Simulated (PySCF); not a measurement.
**Nb(OH)4: what the settings change**

Nb(OH)4: Nb(IV) (d1), charge 0. The structure is a PBE0-D3(BJ)/def2-TZVP geometry optimised for multiplicity 2; coordination tetrahedral, point group C2, metal–donor distances 1.91 Å.

The d shell alone is too small an active space for Nb(OH)4 (an active orbital has only 0.59 squared overlap with the free ion's shell): its levels, fitted parameters, g values and moments show what this model gives and aren't sound predictions.

```
9

Nb    0.0000    0.0000    0.0000
O     1.1946    0.9579    1.1391
H     1.1913    1.8799    1.3991
O    -1.1946   -0.9579    1.1391
H    -1.1913   -1.8799    1.3991
O    -1.1587    0.9210   -1.2167
H    -1.7024    0.4520   -1.8594
O     1.1587   -0.9210   -1.2167
H     1.7024   -0.4520   -1.8594
```

Method (PySCF 2.14, density fitting): CASSCF(1,5) with orbitals averaged over all microstates of the shell, strongly contracted NEVPT2 on the averaged canonical orbitals; basis x2c-TZVPall on the metal, x2c-SVPall elsewhere; spin-free X2C; gas phase; spin-orbit coupling by state interaction with the mean-field operator over all roots.

Base run: NEVPT2 ground state 2A (from 2E), next 2A (from 2E) at 12403, then 2B (from 2T2) at 17693 cm⁻¹, 10Dq(NEVPT2) 14134, ζ 462 cm⁻¹, g 1.857 1.880 1.998, μeff(300 K) 1.68 μB.

**Question.** What happens with the basis x2c-TZVPall on all atoms?

**Answer.** NEVPT2 ground state 2A (from 2E), next 2A (from 2E) at 12187, then 2B (from 2T2) at 17111 cm⁻¹, 10Dq(NEVPT2) 13642, ζ 460 cm⁻¹, g 1.855 1.877 1.997, μeff(300 K) 1.68 μB. It took 16 s against 8.3 s on a shared host of the same kind.

Charge-transfer states lie outside this active space and may come lower than some of these levels. NEVPT2 lifts 2A (from 2E) from 10829 to 12403 cm⁻¹; on the d shell alone such lifts tend to overshoot. NEVPT2 on the d shell alone tends to put d–d bands too high for such charged or covalently bound ions.
